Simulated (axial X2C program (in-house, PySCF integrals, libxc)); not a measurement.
# NaAg⁺: cheaper levels and CCSD(T), 2c

All values were computed with an axial X2C code built on PySCF integrals. Two-component (2c) means X2C with spin–orbit coupling and atomic mean-field two-electron Coulomb and Gaunt terms. Basis: Ag dyall-cv3z [12s12p8d5f3g], Na dyall-cv3z [9s8p5d2f] (cores contracted in-house); Gaussian nuclei, density fitting, unrestricted open shells. Masses: Ag 106.905 u, Na 22.990 u.

State: Ω = 1/2 (⟨Sz⟩ = 0.50, ⟨Lz⟩ = 0.00 at HF); fragments Ag + Na+.

```tsv
level	Re (Å)	ωe (cm⁻¹)	De (eV)
PBE0	3.109	109.9	0.508
HF	3.308	102.9	0.572
MP2	3.123	111.5	0.339
CCSD	3.169	108.0	0.406
r2SCAN	3.092	112.0	0.499
```

Correlated methods: 11 electrons correlated (number of frozen shells: Ag 4 s, 3 p, 1 d; Na 2 s, 1 p), 301 virtual spin orbitals or spinors in MP2, 90 natural virtuals in coupled cluster.

CCSD(T), same Hamiltonian and basis:

Re = 3.154 Å, ωe = 109.1 cm⁻¹, De = 0.39 eV; T1 = 0.021 (Lee–Taylor normalisation).

Give the differences from CCSD(T) in the columns below.



```tsv
level	ΔRe (Å)	Δωe (cm⁻¹)	ΔDe (eV)
PBE0	-0.045	0.8	0.12
HF	0.154	-6.2	0.18
MP2	-0.031	2.4	-0.05
CCSD	0.015	-1.1	0.02
r2SCAN	-0.062	2.9	0.11
```

The state is one determinant whose occupation by symmetry is held fixed; it was picked as the lowest of a PBE0 search that is not exhaustive. Dissociation energies refer to the lowest single-determinant-based atoms at the same level and basis. Density functionals use the spin component along the axis (collinear). Coupled cluster ran in a truncated set of natural virtual spinors; the MP2 energy of the rest was added. (T) has no such correction and the atoms are truncated less, which lowers De at CCSD(T) by a hundredth of an eV or more. With the outer-core shells frozen, correlated bond lengths of heavy atoms tend to come out a few hundredths of an ångström too long.
